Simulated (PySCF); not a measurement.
Ru⁺ (ruthenium, charge +1): M06-L calculation

Configuration: [Kr] 4d7, high-spin 4F determinant. All numbers are calculated (PySCF 2.14, a scalar-relativistic core potential, in def2-TZVP with the def2 core potential (28 electrons)).

```
Total energy                                                  : -94.5909 hartree
One-electron energy                                           : -160.7369 hartree
Hartree (Coulomb) energy                                      : 76.2363 hartree
Exchange-correlation energy                                   : -10.0903 hartree
⟨S²⟩                                                          : 3.7564
⟨L²⟩                                                          : 12.019
Sum of ⟨r⟩                                                    : 20.43 bohr
Sum of ⟨r²⟩                                                   : 33.70 bohr²
Traceless quadrupole moment −½Σ⟨3z² − r²⟩ along its main axis : 0.0100 e·bohr²
Time after the integrals                                      : 1.2 s of wall time on 1 thread of Neoverse-N1 (shared host)
```

```json
{"shell": "4s α", "electrons": "1", "mean orbital energy (hartree)": "-3.22878", "spread (hartree)": "0", "rms radius, mean of both spins (bohr)": "1.09"}
{"shell": "4s β", "electrons": "1", "mean orbital energy (hartree)": "-3.14728", "spread (hartree)": "0", "rms radius, mean of both spins (bohr)": "1.09"}
{"shell": "4p α", "electrons": "3", "mean orbital energy (hartree)": "-2.09529", "spread (hartree)": "0", "rms radius, mean of both spins (bohr)": "1.21"}
{"shell": "4p β", "electrons": "3", "mean orbital energy (hartree)": "-1.99489", "spread (hartree)": "0.00003", "rms radius, mean of both spins (bohr)": "1.21"}
{"shell": "4d α", "electrons": "5", "mean orbital energy (hartree)": "-0.48543", "spread (hartree)": "0.02202", "rms radius, mean of both spins (bohr)": "1.79"}
{"shell": "4d β", "electrons": "2", "mean orbital energy (hartree)": "-0.42734", "spread (hartree)": "0.00023", "rms radius, mean of both spins (bohr)": "1.79"}
```

Energies and moments cover only the electrons outside the core potential.
